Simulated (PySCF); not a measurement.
Al(H)(OH)(SiH3) (AlH5OSi), SMILES [SiH3][AlH][OH].

Geometry optimised at B3LYP-D3(BJ)/def2-TZVP. Other conformers were not sampled.

The numbers are results of PySCF with C-PCM-ωB97X/def2-SVP, not measurements.

The values are the electrostatic part of the solvation free energy, E(continuum) − E(gas) at the gas-phase geometry, in a cavity of scaled van der Waals radii (PySCF's table); cavitation and dispersion terms are not included. A continuum can't describe solvent molecules that bind to the metal. In vacuum the orbital gap is 10.55 eV. The dipole moment in vacuum is 1.66 D.

| solvent | ε | ΔG(elec) (kcal/mol) | dipole (D) | gap (eV) |
|---|---|---|---|---|
| water | 78.36 | -6.5 | 2.11 | 10.89 |
| cyclohexanone | 15.62 | -6.2 | 2.08 | 10.87 |
| n-hexane | 1.88 | -2.9 | 1.85 | 10.70 |
